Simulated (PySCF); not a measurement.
Cl2Mg, charge +1, doublet, geometry from GFN2-xTB (such geometries of metal compounds can be far from the true shape) (a state made from the parent by changing its charge; the spin is typed, not shown lowest); PySCF with B3LYP/def2-SVP.

Here is a job for PySCF.
```python
from pyscf import gto, scf, dft

mol = gto.M(
    atom='''
Mg    0.00000000    0.00000000    0.00000000
Cl   -0.00000000   -0.00000000   -2.17107165
Cl    0.00000000    0.00000000    2.17107165
''',
    basis='def2-svp',
    charge=1,
    spin=1,
    verbose=4,
)

mf = dft.UKS(mol)
mf.xc = 'b3lyp'
mf.grids.atom_grid = (99, 590)
mf.grids.prune = None
mf.kernel()
```

Task: Predict the main parts of the log of this PySCF run.

Result: 
```
PySCF version 2.14.0

[INPUT] verbose = 4
[INPUT] num. atoms = 3
[INPUT] num. electrons = 45
[INPUT] charge = 1
[INPUT] spin (= nelec alpha-beta = 2S) = 1
[INPUT] symmetry False subgroup None
[INPUT] Mole.unit = angstrom
[INPUT] Symbol           X                Y                Z      unit          X                Y                Z       unit  Magmom
[INPUT]  1 Mg     0.000000000000   0.000000000000   0.000000000000 AA    0.000000000000   0.000000000000   0.000000000000 Bohr   0.0
[INPUT]  2 Cl     0.000000000000   0.000000000000  -2.171071650000 AA    0.000000000000   0.000000000000  -4.102730815308 Bohr   0.0
[INPUT]  3 Cl     0.000000000000   0.000000000000   2.171071650000 AA    0.000000000000   0.000000000000   4.102730815308 Bohr   0.0

nuclear repulsion = 134.666402664924
number of shells = 24
number of NR pGTOs = 108
number of NR cGTOs = 54
basis = def2-svp
ecp = {}

******** <class 'pyscf.dft.uks.UKS'> ********
method = UKS
initial guess = minao
damping factor = 0
level_shift factor = 0
DIIS = <class 'pyscf.scf.diis.CDIIS'>
diis_start_cycle = 1
diis_space = 8
diis_damp = 0
SCF conv_tol = 1e-09
SCF conv_tol_grad = None
SCF max_cycles = 50
direct_scf = True
direct_scf_tol = 1e-13
number electrons alpha = 23  beta = 22
XC library pyscf.dft.libxc version 7.1.2
    S. Lehtola, C. Steigemann, M. J. T. Oliveira, and M. A. L. Marques,  SoftwareX 7, 1–5 (2018)
XC functionals = b3lyp
    P. J. Stephens, F. J. Devlin, C. F. Chabalowski, and M. J. Frisch,  J. Phys. Chem. 98, 11623 (1994)
radial grids:
    Treutler-Ahlrichs [JCP 102, 346 (1995); DOI:10.1063/1.469408] (M4) radial grids

becke partition: Becke, JCP 88, 2547 (1988); DOI:10.1063/1.454033
pruning grids: None
grids dens level: 3
symmetrized grids: False
atomic radii adjust function: <function treutler_atomic_radii_adjust>
User specified grid scheme (99, 590)
small_rho_cutoff = 0
Set gradient conv threshold to 3.16228e-05
tot grids = 175232
init E= -1120.32170322547

cycle= 1 E= -1119.8927761622  delta_E= 0.429  |g|= 0.159  |ddm|= 1.52
cycle= 2 E= -1119.89830825523  delta_E= -0.00553  |g|= 0.159  |ddm|= 0.642
cycle= 3 E= -1119.91541396971  delta_E= -0.0171  |g|= 0.0135  |ddm|= 0.286
cycle= 4 E= -1119.9154959521  delta_E= -8.2e-05  |g|= 0.00343  |ddm|= 0.0208
cycle= 5 E= -1119.91550261431  delta_E= -6.66e-06  |g|= 0.000792  |ddm|= 0.00431
cycle= 6 E= -1119.91550306826  delta_E= -4.54e-07  |g|= 0.000103  |ddm|= 0.00123
cycle= 7 E= -1119.91550307915  delta_E= -1.09e-08  |g|= 1.76e-05  |ddm|= 0.000223
cycle= 8 E= -1119.9155030795  delta_E= -3.45e-10  |g|= 2.49e-06  |ddm|= 4.65e-05
Extra cycle  E= -1119.9155030795  delta_E= -2.5e-12  |g|= 2.46e-06  |ddm|= 8.38e-06
converged SCF energy = -1119.9155030795  <S^2> = 0.75454185  2S+1 = 2.0045367
```
